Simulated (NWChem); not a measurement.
C2H9PSi; SMILES C[SiH](C)P

```xyz
13

Si    -0.0118     0.4364     0.3978
C      1.5008     1.3503    -0.2823
C     -1.6165     1.1890    -0.2664
P     -0.0198    -1.8043    -0.0565
H     -0.0072     0.5330     1.8877
H      1.5385     1.2956    -1.3765
H      2.4316     0.9237     0.1076
H      1.4727     2.4101     0.0007
H     -2.4940     0.6692     0.1336
H     -1.6620     1.1338    -1.3604
H     -1.6936     2.2454     0.0175
H      0.2955    -1.6675    -1.4419
H      1.3378    -2.0249     0.3218
```
Atoms are numbered in this order, from 1.

Program: NWChem. The geometry was optimised at B3LYP/6-31G* (spherical d). Level: M06-2X/def2-SVP with SMD (1 M gas to 1 M solution), gas-phase geometry. Reactions with the solvent are ignored.

| solvent | dielectric constant | solvation free energy (kcal/mol) | cavity-dispersion-structure term (kcal/mol) | dipole in solution (D) |
|---|---|---|---|---|
| water | 78.4 | 2.2 | 4.7 | 2.25 |
| diethyl ether | 4.24 | -1.7 | 0.2 | 2.06 |
| dimethyl sulfoxide | 46.8 | [?] | [?] | 2.24 |
| 1-propanol | 20.5 | -1.3 | 1.1 | 2.22 |
| ethanol | 24.9 | -1.5 | 1.0 | 2.22 |

Question: What belongs in the gaps?

Answer: 
- dimethyl sulfoxide, solvation free energy (kcal/mol): 0.2
- dimethyl sulfoxide, cavity-dispersion-structure term (kcal/mol): 2.6
